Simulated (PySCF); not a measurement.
# Electronic structure of Mg (magnesium, neutral) at the UHF level

Configuration: [Ne] 3d2, high-spin 3F determinant (an excited configuration). Calculation: PySCF 2.14, in x2c-TZVPPall with one added diffuse shell each of s, p, d type (6s5p4d, 41 functions); scalar relativity by spin-free X2C-1e.

* Total energy: -199.430996 hartree
* One-electron energy: -275.6369 hartree
* Hartree (Coulomb) energy: 92.0764 hartree
* Exchange energy: -15.8705 hartree
* ⟨S²⟩: 2.0000
* ⟨L²⟩: 12.000
* Sum of ⟨r⟩: 19.13 bohr
* Sum of ⟨r²⟩: 112.7 bohr²
* Langevin diamagnetic susceptibility: -89.3 ×10⁻⁶ cm³/mol

```
shell  electrons  mean orbital energy (eV)  rms radius, mean of both spins (bohr)
 1s β          1                   -1346.5                                  0.151
 1s α          1                   -1346.5                                  0.151
 2s α          1                   -112.33                                  0.754
 2s β          1                   -112.33                                  0.754
 2p α          3                   -71.778                                  0.768
 2p β          3                   -71.776                                  0.768
 3d α          2                    -2.428                                   7.35
```

The outer electron is Rydberg-like, and this basis confines it to a smaller radius and binds it less than a complete one would.

Spin-orbit constants ζ (cm⁻¹) from the X2C one-electron operator on these orbitals: bare nucleus, nucleus screened by l(l+1)(2l+1)/3 electrons, and screened by the Breit-Pauli mean field of the electrons.

| shell | bare | screened nucleus | mean field |
| --- | --- | --- | --- |
| 2p | 1754 | 1462 | 1328 |
| 3d | 0.9478 | 0.1580 | 0.1223 |

To first order the Landé constant is A = 0.06113 cm⁻¹, so the lowest level has J = 2 and lies 3.03e-05 eV below the centre of the term. This holds in LS coupling only.
